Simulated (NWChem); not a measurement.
System: C4H4F2; SMILES C=C/C(F)=C/F

The following NWChem deck was run.

```
start job
memory heap 200 mb stack 900 mb global 1100 mb
geometry units angstroms noautoz
  C     -0.048962     2.443828     0.000000
  C     -0.690704     1.268920     0.000000
  C     -0.018229    -0.014511     0.000000
  F      1.313175     0.011227     0.000000
  C     -0.658199    -1.193339     0.000000
  F     -0.012057    -2.347684     0.000000
  H      1.042536     2.489706     0.000000
  H     -0.599632     3.386261     0.000000
  H     -1.784471     1.230868     0.000000
  H     -1.746945    -1.273587     0.000000
end
basis spherical
  * library def2-svp
end
dft
  xc xcamb88 1.00 lyp 0.81 vwn_5 0.19 hfexch 1.00
  cam 0.33 cam_alpha 0.19 cam_beta 0.46
  iterations 150
  mulliken
end
task dft energy
```

All runs use the structure optimised with PBE0/def2-SVP.

### Question
Give the results of this calculation. (CAM-B3LYP/def2-SVP.) Quantities: energy (Ha); highest occupied level (eV); orbital gap (eV); dipole (D).

### Answer
```json
{
 "energy (Ha)": "-354.05",
 "highest occupied level (eV)": "-7.93",
 "orbital gap (eV)": "8.19",
 "dipole (D)": "2.27"
}
```
